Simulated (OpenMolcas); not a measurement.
# Ti+: CASPT2 settings compared

```yaml
Program: OpenMolcas 26.06
Basis: ANO-RCC-VTZP [6s5p3d2f1g]
Scalar_Hamiltonian: DKH3, point nucleus
Active_space: 3 electrons in 6 orbitals (3d 4s)
State_averaging: 2S+1 = 4 even, 20 roots; 2S+1 = 2 even, 44 roots kept (CI in the orbitals of an earlier block)
Spin-orbit_coupling: RASSI with atomic mean-field integrals over the reference wave functions, term energies averaged over their components
```

Methods on the same reference wave functions:
A. CASSCF
B. SS-CASPT2, IPEA 0.2 Eh, sigma2 regulariser 0.25 Eh (closed shells correlated: 3s 3p)
C. SS-CASPT2, IPEA 0.15 Eh, imaginary shift 0.05 Eh (closed shells correlated: 2s 2p 3s 3p)
D. MS-CASPT2, IPEA 0.15 Eh, imaginary shift 0.05 Eh (closed shells correlated: 2s 2p 3s 3p)

Energies in cm⁻¹ above 3d² 4s ⁴F_3/2, the measured ground level; measured values from NIST Handbook of Basic Atomic Spectroscopic Data.

```
        Level      A      B      C      D  Measured
3d² 4s ⁴F_3/2    0.0    0.0    0.0    0.0       0.0
3d² 4s ⁴F_5/2   89.3   89.1   89.1   89.1      94.1
3d² 4s ⁴F_7/2    214    214    214    214       226
3d² 4s ⁴F_9/2    375    376    376    376       393
   3d³ ⁴F_3/2   3900   2890   2850   2850       908
   3d³ ⁴F_5/2   3989   2980   2940   2940       984
   3d³ ⁴F_7/2   4113   3110   3060   3060      1087
   3d³ ⁴F_9/2   4272   3260   3220   3220      1216
3d² 4s ²F_5/2   7862   4620   4550   4550      4629
3d² 4s ²F_7/2   8110   4870   4800   4800      4898
3d² 4s ²D_5/2  11624   8550   8380   8380      8744
3d² 4s ²D_3/2  11638   8520   8350   8350      8710
3d² 4s ⁴P_1/2  11936  10670  10580  10570      9873
3d² 4s ⁴P_3/2  11999  10730  10640  10630      9931
3d² 4s ⁴P_5/2  12127  10830  10730  10720     10025
   3d³ ²G_7/2  14743  10080   9530   9470      8998
   3d³ ²G_9/2  14848  10190   9630   9560      9118
   3d³ ²P_1/2  15090   9400   8930   8930      9851
   3d³ ²P_3/2  15183   9520   9060   9060          
   3d³ ⁴P_1/2  15847  11510  11130  11140      9364
   3d³ ⁴P_3/2  15920  11570  11190  11200          
   3d³ ⁴P_5/2  15977  11650  11270  11270      9518
```

Deviations, from unrounded energies. A percentage is the sum of absolute deviations over the sum of measured energies, with the sign that they share, or ± where signs differ.

```
                        Against measurement  Levels      A      B      C      D
             mean absolute deviation (cm-1)      19   3200    940    860    860
      fine structure of the ground term (%)       3   -4.8   -4.8   -4.8   -4.8
other terms of the ground configuration (%)       7  +32.5   ±5.0   ±5.3   ±5.3
                   other configurations (%)       9  +81.8  ±29.3  ±26.2  ±25.9
```

C, D lie about equally close to measurement and A furthest from it. The largest miss of D in the table is 3d³ ⁴F_9/2, by +2000 cm-1. The ranking rests on the paired levels alone, and a cruder setting can come out closer through cancelling errors.

Among B to D the level of the table that moves most is 3d³ ²G_9/2, by 630 cm-1 (lowest in D, highest in B). Moves below CASPT2's spread within the term are not significant.

The mean deviations of B to D differ by less than CASPT2's widest spread within a term (2100 cm-1), so their order carries little weight.

From A to B the spin-free energies of the other terms of 3d² 4s shown, above ⁴F, scale by factors of 0.58 to 0.89.

The lowest spin-free term lies below A's lowest term by 0.342 hartree in B, 0.374 hartree in C, 0.374 hartree in D.

Term energies are means over components that CASPT2 splits; among the terms shown or strongly mixed into the levels shown the widest spread is 2100 cm-1 (3d² 4s ²F, D). Terms from blocks run as CI alone lack orbitals of their own. Configurations are named by rounded mean occupations; where the s occupation lies near a half they are strongly mixed, a name can repeat and a true partner stay unpaired. A single d shell beside an s shell can misplace configurations of different d count against each other. Without dynamic correlation excited terms often stand tens of per cent too high (terms of higher spin than the ground term too low), and those without a measured partner can miss by more than the paired ones (holds for A). Some levels mix across a computed gap that differs much from the measured one, so their mixing is not that of the real levels (holds for A). The CASPT2 spread within a term exceeds the gap to the next term for 3d³ ⁴F and 3d² 4s ²F, 3d³ ²P and 3d³ ²G, so the order of their levels is uncertain, and so are names and mixing where such terms share a J (holds for D). Computed and measured levels are paired by configuration, term and J; levels that our copy of the source lacks, or whose pairing is in doubt (as where it misses far off the trend of its configuration), stay unpaired and out of the deviations. Levels of configurations outside the active space are missing. Levels that lie high or do not pair safely by name in every column are left out.
